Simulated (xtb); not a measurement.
C6H11O3, doublet, geometry from GFN2-xTB, atoms displaced at random by about 0.05 Å a coordinate. Base run: xtb with GFN2-xTB.

xtb was given this input:
```
$ xtb mol.xyz --gfn 2 --uhf 1 --opt --json

# file mol.xyz
20

C     -3.14315608     0.98085229    -1.07075129
O     -1.92958799     0.79445047    -0.32685496
C     -1.65193817    -0.58073913    -0.38740337
C     -0.28546588    -0.65231511     0.47617314
C      0.03643878    -2.17273294     0.87170675
O      0.73336478    -0.19864530    -0.30943175
C      1.76484747     0.53314525     0.24833085
C      2.69955427     1.02824037    -0.71789797
O      1.85571664     0.67454809     1.41106223
H     -3.53259440     1.92923734    -0.98020945
H     -3.86175194     0.23950360    -1.27847547
H     -2.46694041    -1.13627538     0.20197408
H     -1.47197832    -1.03285686    -1.30664332
H     -0.35215077    -0.05534368     1.34364674
H     -0.78648991    -2.44148607     1.51124759
H      0.93879673    -2.16242352     1.46205747
H      0.05323410    -2.78573725     0.00524909
H      3.71549003     1.30711376    -0.33699870
H      2.24335476     2.02757163    -1.16092418
H      2.89043264     0.26779180    -1.59761655
```

The base run was repeated with changes; each row names its change, and settings that it needs were set with it.

| change | ΔE vs base (kcal/mol) | optimiser steps |
|---|---|---|
| base | 0.000 | 8 |
| alpb = ether | -10.46 | 18 |
| engine = inertial | 0.033 | - |
| alpb = hexane | -8.33 | 9 |
| opt level = loose | 0.007 | 6 |
| opt level = vtight | -0.001 | 12 |
| opt level = crude | 0.028 | 5 |
| opt level = tight | -0.001 | 10 |
| opt level = extreme | -0.001 | 21 |
| engine = lbfgs | 0.000 | - |
